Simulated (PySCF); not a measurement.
**Telling isomers of C₆H₃NO₂ apart by NMR**

A single conformation, relativity neglected, no solvent model, fast rotation and ring inversion assumed for equivalent nuclei. GFN2-xTB structure; NMR shieldings at PBE0/pcSseg-1/GIAO; PySCF 2.14.

Shifts are taken against calculated references (same method and geometry level): ¹H (31.72 ppm) and ¹³C (186.93 ppm) vs TMS. Where no couplings were computed, multiplicities follow the n + 1 count of equivalent neighbours, and m marks all less simple cases (inequivalent or close neighbours, rings, F or P nearby). Acid and N–H amide carbonyl carbons lie up to 10 ppm further downfield in solution (hydrogen bonding). Shifts are as computed. Against solution values, carbons near 30 ppm lie about +3 ppm off and those near 130 ppm about +5 ppm (rms about the fit 2.1 ppm; single classes can miss by 10 ppm). Of 1328 compounds with measured shifts, 309 miss one by over three times the rms of a fit or turn the order of signals round; such compounds aren't used in these exercises. Signals without a measured value on file couldn't be tested in this way; 1H shifts scatter by 0.2 ppm about their fit, and single ones miss by 0.5 ppm. OH and NH positions are gas-phase values without hydrogen bonding to other molecules.

(1) Tabulate the signals of `N#CC#C/C=C\C(=O)O`, `C=C1C(C#N)=C1OC=O`, `N#Cc1ccc(=O)oc1` and their relative energies.

(2) What is the quickest way to tell N#CC#C/C=C\C(=O)O from C=C1C(C#N)=C1OC=O?

(3) What is the quickest way to tell C=C1C(C#N)=C1OC=O from N#Cc1ccc(=O)oc1?

(4) What is the quickest way to tell N#CC#C/C=C\C(=O)O from N#Cc1ccc(=O)oc1?

Answers

(1) 
```json
{"SMILES": "N#CC#C/C=C\\C(=O)O", "carbon types": "4×C 2×CH", "δC": "168.8, 146.2, 130.8, 111.2, 94.3, 79.8", "δH": "6.87 (d, 1H), 6.50 (d, 1H), 6.33 (br s, 1H)", "E rel. (kcal/mol)": "34.5"}
{"SMILES": "C=C1C(C#N)=C1OC=O", "carbon types": "4×C 1×CH 1×CH2", "δC": "159.9, 150.5, 118.8, 112.2, 98.1, 72.1", "δH": "8.17 (s, 1H), 4.54 (br s, 1H), 4.37 (br s, 1H)", "E rel. (kcal/mol)": "70.6"}
{"SMILES": "N#Cc1ccc(=O)oc1", "carbon types": "3×C 3×CH", "δC": "170.8, 161.0, 150.1, 123.6, 119.2, 99.1", "δH": "8.18 (s, 1H), 7.48 (d, 1H), 6.51 (d, 1H)", "E rel. (kcal/mol)": "0.0"}
```

Energies are electronic energies at PBE0/pcSseg-1 on these geometries, without zero-point or thermal terms, each for the one conformer computed, which needn't be the lowest.

(2) Both give the same number of carbon signals, but DEPT or the intensities differ. The first has a β carbon of a C=C–C=O unit (CH) at 130.8 ppm, the second a terminal =CH2 carbon at 72.1 ppm. Their most deshielded carbons lie at 168.8 and 159.9 ppm. In the proton spectra the most deshielded non-exchanging signals are 6.87 (d, 1H) and 8.17 (s, 1H).

(3) Both give the same number of carbon signals, but DEPT or the intensities differ. The first has a terminal =CH2 carbon at 72.1 ppm, the second a unsaturated ring CH at 123.6 ppm. Their most deshielded carbons lie at 159.9 and 170.8 ppm.

(4) Both give the same number of carbon signals, but DEPT or the intensities differ. The first has an alkyne carbon (C) at 79.8 ppm, the second a unsaturated ring CH at 170.8 ppm. Their most deshielded carbons lie at 168.8 and 170.8 ppm. In the proton spectra the most deshielded non-exchanging signals are 6.87 (d, 1H) and 8.18 (s, 1H).
